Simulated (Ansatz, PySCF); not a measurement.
Pair of molecules: H3NSe (SMILES N[SeH]) (first 5 atoms) with HF (SMILES F); geometry from B3LYP-D3(BJ)/def2-TZVP, rigid monomers moved along the line of their centres of mass till N1···H7 is 2.99 Å.
(charge 0, multiplicity 1):
```xyz
7

N     -1.001     0.600     0.760
Se    -0.201    -0.947     0.049
H     -0.826     1.398     0.160
H     -2.001     0.468     0.859
H     -0.929    -0.997    -1.240
F      0.241     1.710     4.321
H     -0.156     1.566     3.463
```

Counterpoise-corrected where a basis set is named; no monomer relaxation. Rows marked so take none.

Rows in 3-21G carry no dispersion term and start afresh at each structure; the Pople sets are all-electron and without relativity.

The values were computed with Ansatz (Gaussian basis) for Hartree–Fock, density functionals and correlated methods; PySCF for 3-21G rows, the dispersion terms. 

Q: One of these levels gives -3.31 kcal/mol for the interaction energy. Which one is it?
A) r2SCAN/def2-TZVPPD
B) HF/3-21G (no counterpoise)
C) PBE-D4/def2-TZVPPD

A: C, PBE-D4/def2-TZVPPD. The others give -4.55 (HF/3-21G (no counterpoise)), -2.97 (r2SCAN/def2-TZVPPD)

Ansatz is a first-principles code.
